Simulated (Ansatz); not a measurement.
Born–Oppenheimer molecular dynamics of C2H7Ga (10 atoms, charge 0, multiplicity 1). It starts from a relaxed structure.

These are results of Ansatz, RKS PBE/def2-SVP, not measurements.

```
ensemble        : NVT, Nosé–Hoover chain
time step       : 0.5 fs
steps asked     : 150
set temperature : 700 K
thermostat      : time constant 100 fs, chain length 3 (defaults)
seed            : 469619
```

First frame:

```xyz
10
Properties=species:S:1:pos:R:3
Ga 0.042 0.012 0.024
C -0.013 0.060 2.006
H -0.745 -0.678 2.397
H 0.974 -0.130 2.473
H -0.367 1.060 2.338
C 1.732 -0.078 -1.011
H 1.762 -1.025 -1.592
H 1.773 0.746 -1.754
H 2.637 -0.030 -0.374
H -1.335 0.062 -0.776
```

Task: What does the run give?

Result: The run went to its last step.

* steps done: 150
* time covered: 75 fs
* mean temperature over the second half: 403 K
* spread of the potential energy over the second half: 7.1 meV per atom
* mean potential energy of the second half above the start: 37.4 meV per atom

The conserved energy stayed within 0.57 meV per atom of its start (net change 0.35 meV per atom), so the integration is sound. The mean temperature of the second half is 42 % below the set value. A run of 0.075 ps of so small a system gives no equilibrium averages.

Task: What happens to the structure?

Result: The same pairs are bonded in the first frame and the last. Pairs count as bonded within 1.25 times the sum of covalent radii (0.12 Å more for H–H). The details hang on the random start.

Task: How do temperature and energy run in time?

Result: 
```
time (fs)  T (K)  potential energy less start (eV)  conserved less start (meV/atom)
        0    700                             0.000                             0.00
      3.5    295                             0.424                             0.51
        7    337                             0.378                             0.24
     10.5    417                             0.295                             0.11
       14    227                             0.498                             0.52
     17.5    426                             0.290                             0.16
       21    400                             0.319                             0.25
     24.5    395                             0.331                             0.46
       28    476                             0.249                             0.19
     31.5    269                             0.467                             0.40
       35    332                             0.407                             0.45
     38.5    427                             0.311                             0.23
       42    356                             0.392                             0.45
     45.5    425                             0.328                             0.39
       49    385                             0.374                             0.27
     52.5    267                             0.504                             0.50
       56    421                             0.350                             0.29
     59.5    425                             0.354                             0.32
       63    464                             0.325                             0.36
     66.5    385                             0.416                             0.30
       70    425                             0.382                             0.30
     73.5    456                             0.363                             0.36
```

Time of the run: 6 min on 1 thread of Arm Neoverse V2 (shared host), peak memory 0.13 GiB.
